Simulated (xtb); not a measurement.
C5H11Se (SMILES C[CH][Se]C(C)C), doublet, at a GFN2-xTB geometry; GFN1-xTB (xtb).

xtb was given this input:
```
$ xtb mol.xyz --gfn 1 --uhf 1 --json

# file mol.xyz
17

C      2.29637255    -0.94634639     0.75234700
C      1.59938250    -0.62937542    -0.52463166
Se     0.20345855     0.57348155    -0.67304375
C     -1.00289763    -0.04927358     0.82172781
C     -1.38403725    -1.49819032     0.59098751
C     -2.20743354     0.87237582     0.87129765
H      3.12174512    -0.25208013     0.94207276
H      2.72498373    -1.94772873     0.69603122
H      1.62010201    -0.90815918     1.60305648
H      2.20050582    -0.66402759    -1.42328111
H     -0.41621143     0.05496636     1.73939848
H     -1.96706730    -1.86982428     1.43274878
H     -1.98226257    -1.59236799    -0.31357124
H     -0.49544456    -2.11747333     0.48177907
H     -2.85759208     0.59143629     1.69862159
H     -1.89749548     1.90695479     1.01045726
H     -2.77717372     0.80479040    -0.05419601
```

Question: Write the output that xtb gives for this input, abridged.

Answer: 
```
   ID    Z sym.   atoms
    1    6 C      1, 2, 4-6
    2   34 Se     3
    3    1 H      7-17

           -------------------------------------------------
          |                Calculation Setup                |
           -------------------------------------------------

           -------------------------------------------------
          |                 G F N 1 - x T B                 |
           -------------------------------------------------

          ...................................................
          :                      SETUP                      :
          :.................................................:
          :  # basis functions                  52          :
          :  # atomic orbitals                  51          :
          :  # shells                           35          :
          :  # electrons                        37          :
          :  # halogen bonds                     0          :
          :  max. iterations                   250          :
          :  Hamiltonian                  GFN1-xTB          :
          :  restarted?                      false          :
          :  GBSA solvation                  false          :
          :  PC potential                    false          :
          :  electronic temp.          300.0000000     K    :
          :  accuracy                    1.0000000          :
          :  -> integral cutoff          0.2500000E+02      :
          :  -> integral neglect         0.1000000E-07      :
          :  -> SCF convergence          0.1000000E-05 Eh   :
          :  -> wf. convergence          0.2000000E-04 e    :
          :  Broyden damping             0.4000000          :
          :  net charge                          0          :
          :  unpaired electrons                  1          :
          ...................................................

 iter      E             dE          RMSdq      gap      omega  full diag
   1    -19.9792259 -0.199792E+02  0.778E+00    3.47       0.0  T
   2    -20.0069653 -0.277394E-01  0.454E+00    2.70       1.0  T
   3    -19.9050446  0.101921E+00  0.279E+00    3.71       1.0  T
   4    -20.0205953 -0.115551E+00  0.325E-01    3.06       1.0  T
   5    -20.0214768 -0.881427E-03  0.346E-02    3.10       1.0  T
   6    -20.0214838 -0.705267E-05  0.161E-02    3.11       1.5  T
   7    -20.0214846 -0.758173E-06  0.965E-03    3.10       2.5  T
   8    -20.0214853 -0.740552E-06  0.128E-03    3.11      18.9  T
[...]
         :: total energy             -19.788980143951 Eh    ::
[...]
     9H     0.02270  0.07608   0.977  0.000  0.000
    10H     0.01972  0.07581   0.980  0.000  0.000
    11H     0.01805  0.07630   0.982  0.000  0.000
    12H     0.03080  0.08298   0.969  0.000  0.000
    13H     0.02620  0.07936   0.974  0.000  0.000
    14H     0.03169  0.08541   0.968  0.000  0.000
    15H     0.03338  0.08559   0.967  0.000  0.000
    16H     0.02874  0.08128   0.971  0.000  0.000
    17H     0.02810  0.08117   0.972  0.000  0.000

Wiberg/Mayer (AO) data.
largest (>0.10) Wiberg bond orders for each atom

 ---------------------------------------------------------------------------
     #   Z sym  total        # sym  WBO       # sym  WBO       # sym  WBO
 ---------------------------------------------------------------------------
     1   6 C    3.997 --     2 C    1.067     9 H    0.983     8 H    0.973
                             7 H    0.957
     2   6 C    3.519 --     3 Se   1.366     1 C    1.067    10 H    0.987
     3  34 Se   2.339 --     2 C    1.366     4 C    0.900
     4   6 C    3.985 --     6 C    1.027     5 C    1.026    11 H    0.986
                             3 Se   0.900
     5   6 C    3.997 --     4 C    1.026    13 H    0.987    14 H    0.985
                            12 H    0.980
     6   6 C    3.997 --     4 C    1.027    17 H    0.988    16 H    0.987
                            15 H    0.980
     7   1 H    1.007 --     1 C    0.957
     8   1 H    1.015 --     1 C    0.973
     9   1 H    1.010 --     1 C    0.983
    10   1 H    1.007 --     2 C    0.987
    11   1 H    1.015 --     4 C    0.986
    12   1 H    1.005 --     5 C    0.980
    13   1 H    1.009 --     5 C    0.987
    14   1 H    1.013 --     5 C    0.985
    15   1 H    1.005 --     6 C    0.980
    16   1 H    1.007 --     6 C    0.987
    17   1 H    1.006 --     6 C    0.988
 ---------------------------------------------------------------------------

Topologies differ in total number of bonds
Writing topology from bond orders to xtbtopo.mol

 dipole moment from electron density (au)
     X       Y       Z
  -0.1456   0.1624   0.2696  total (Debye):    0.881

           -------------------------------------------------
          | TOTAL ENERGY              -19.788980143951 Eh   |
          | GRADIENT NORM               0.023667198792 Eh/α |
          | HOMO-LUMO GAP               3.106702250913 eV   |
           -------------------------------------------------

normal termination of xtb
```
